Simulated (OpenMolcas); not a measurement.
## Tc4+: moving or changing the point charges

Tc4+ among 6 point charges of -1.7 e arranged as an octahedron (Oh), 2.17 Å from the ion.

```
Program             : OpenMolcas 26.06
Method              : CASSCF
Basis               : ANO-RCC-VDZP [6s5p3d1f]
Scalar Hamiltonian  : DKH2, point nucleus
Active space        : 3 electrons in 5 orbitals (4d)
State averaging     : 2S+1 = 4 even, 10 roots; 2S+1 = 2 even, 40 roots
Spin-orbit coupling : RASSI with atomic mean-field integrals over the reference wave functions
```

Runs around this geometry, states (labels of O, the rotations of Oh). Energies in cm-1 above the lowest state or level, χT in cm3 K/mol; 10Dq and B are least-squares fits to the states below 45000 cm-1, weighted by degeneracy, with a free offset, and given where the rms deviation is under 5 % of |10Dq| (or 100 cm-1) and under 700 cm-1.

| R (Å) | q (e) | Ground state | First state of that spin | 10Dq | B (rms of fit) | First gap with spin-orbit (degeneracies) | χT at 300 K | First state of another spin |
| --- | --- | --- | --- | --- | --- | --- | --- | --- |
| 2.17 | -1.36 | 4A2 | 4T2 4252 | 4392 | 903 (57) | 4138 (4, 4) | 0.934 | 2E 16465 |
| 2.07 | -1.7 | 4A2 | 4T2 6639 | 6865 | 900 (88) | 6464 (4, 2) | 1.207 | 2E 16672 |
| 2.17 | -1.7 | 4A2 | 4T2 5285 | 5464 | 902 (71) | 5165 (4, 2) | 1.072 | 2E 16577 |

Taking |10Dq| as R^-n, n = -ln(5464 / 6865) / ln(2.17 / 2.07) = 4.8 between the shortest and longest distance. The point-charge formula for a cubic d site gives n = 5.

Scaling the charges by -1.36 / -1.7 = 0.80 scales |10Dq| by 4392 / 5464 = 0.80; with fixed orbitals a first-order splitting would follow the charge.

Without dynamic correlation the repulsion within the d shell is too large (B by tens of per cent), so at a given field states of lower spin stand too high. This field is weak: 10Dq is about 4392 cm-1, while octahedral complexes of 4d ions of charge 3 and more, computed by the same method with explicit ligands, had a median near 25000 cm-1. Ground spin and moment need not be those of a real site (figures for R = 2.17, q = -1.36; the like holds for R = 2.07, q = -1.7, R = 2.17, q = -1.7). This is an electrostatic model: the charges have no orbitals. No measured value stands beside these numbers.
